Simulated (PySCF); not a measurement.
**Correlation energy of Si (silicon, neutral)**

[Ne] 3s2 3p2, high-spin 3P determinant. All numbers are calculated (PySCF 2.14, no relativity, point nucleus, in aug-cc-pwCVDZ (6s5p3d, 36 functions)). Frozen: [Ne]; 4 electrons correlated.

```json
{"level": "CCSD", "correlation energy (mhartree)": "-67.42"}
{"level": "(T)", "correlation energy (mhartree)": "-1.37"}
{"level": "CCSD(T)", "correlation energy (mhartree)": "-68.79"}
{"level": "CCSDT", "correlation energy (mhartree)": "-69.31"}
```

Diagnostics: T1 = 0.011, D1 = 0.0300, largest double amplitude 0.079.

Cost of the coupled-cluster step: about 0.3 core-seconds, for 4 correlated electrons.
